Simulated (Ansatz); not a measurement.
C2H6GeSi can be A, `[SiH3][C]1=[CH][GeH2]1`, or B, `C=[C]1[SiH2][GeH2]1`.

Program: Ansatz. Geometries: PBE0-D4/def2-TZVP. ΔE: electronic, gas phase. CCSD(T)/CBS is the MP2 limit (def2-TZVPP, def2-QZVPP) plus CCSD(T) − MP2 in def2-TZVPP, frozen cores. DFT in def2-TZVPP. B3LYP here is the variant with VWN-RPA as its local correlation; programs differ in this. For Ge outer-core shells are correlated without core-valence functions, which leaves a few kJ/mol of doubt a bond. Scalar relativity is left out up to krypton.

A:

```xyz
10

Si    1.4843   -0.8258    0.5502
C    -0.0494   -0.0762   -0.1446
C    -0.8987   -0.1785   -1.1563
Ge   -1.4658    1.2411   -0.0274
H     1.9795   -1.9474   -0.2946
H     2.5353    0.2206    0.6406
H     1.1978   -1.3317    1.9175
H    -1.0011   -0.8115   -2.0309
H    -1.1719    2.6891   -0.4153
H    -2.6098    1.0203    0.9608
```

B:

Z-matrix (Å, degrees):
```
Si
C 1 1.861
Ge 1 2.327 2 54.9
H 1 1.485 2 117.8 3 -110.5
H 1 1.485 2 117.8 3 110.5
C 2 1.324 1 144.1 3 179.8
H 3 1.532 1 122.2 2 -99.1
H 3 1.532 1 122.2 2 99.1
H 6 1.089 2 121.8 1 0.2
H 6 1.088 2 122.4 1 -179.8
```

Task: Which is lower in electronic energy at CCSD(T)/CBS, and by how much? (Estimate.)

Result: The calculation gave: B, by 4.3 kcal/mol.

Task: Give E(B) − E(A) in kcal/mol with B3LYP-D4, CCSD/def2-TZVPP, HF/def2-TZVPP, ωB97M-V, r2SCAN-D4, B3LYP, PBE-D4. (An estimate is asked.)

Result: Computed: B3LYP-D4 -6.5, CCSD/def2-TZVPP -4.1, HF/def2-TZVPP -2.1, ωB97M-V -4.9, r2SCAN-D4 -6.9, B3LYP -6.2, PBE-D4 -8.7. None reverses the order clearly.

Largest T1 diagnostic: 0.013.

From PBE to PBE0 (25 % exact exchange), in def2-TZVPP and without D4, E(B) − E(A) moves by +1.1 kcal/mol.
